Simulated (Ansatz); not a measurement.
`C[CH](C)[Ge][Cl]`, charge 0, multiplicity 1.

(1) Give a relaxed structure at PBE0-D4/def2-TZVP (Ansatz). (Best estimate.)

## Answers

(1) Ansatz gave: 
Cartesian coordinates in Å:
```
C 1.0272 -0.2708 0.8162
C 0.3446 0.0258 -0.5118
C -0.8118 1.0065 -0.3549
Ge -0.2740 -1.6399 -1.4440
Cl -1.6461 -2.3508 0.1228
H 0.3242 -0.7145 1.5253
H 1.4170 0.6497 1.2654
H 1.8712 -0.9595 0.7095
H 1.0810 0.4524 -1.2065
H -0.4590 1.9582 0.0577
H -1.3054 1.2333 -1.3059
H -1.5689 0.6095 0.3261
```
This is one stationary point; other conformers may exist.
